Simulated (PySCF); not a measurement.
System: 2H-oxasiline, C4H6OSi (charge 0, singlet). 
Geometry from a B3LYP-D3(BJ)/def2-TZVP (Ansatz) optimisation:
```xyz
12

C      1.6995     0.0783     0.0679
C      1.1130    -1.1283     0.0087
O     -0.2165    -1.3336    -0.0488
Si    -1.3795    -0.1179    -0.0567
C     -0.3846     1.4278     0.0284
C      0.9603     1.3256     0.0772
H      2.7789     0.1094     0.1104
H      1.6800    -2.0513     0.0026
H     -2.1915    -0.2664    -1.2883
H     -2.2834    -0.3387     1.0975
H     -0.8290     2.4166     0.0413
H      1.5606     2.2298     0.1277
```

Dispersion corrections to the total energy (kcal/mol) from the dftd3 and dftd4 libraries through PySCF: D3(BJ) without and D4 with the three-body term, each with the damping fitted for the functional named.

```
functional  D3(BJ)      D4
----------  ------  ------
TPSSh          ___   -8.92
PBE0         -6.21   -6.12
B3LYP       -12.61  -11.75
BP86        -11.65     ___
HF          -55.99  -26.48
B2GP-PLYP      ___   -3.06
r2SCAN       -1.99   -1.78
```

Fill in the missing entries.


- TPSSh, D3(BJ): -8.32
- BP86, D4: -9.72
- B2GP-PLYP, D3(BJ): -4.98
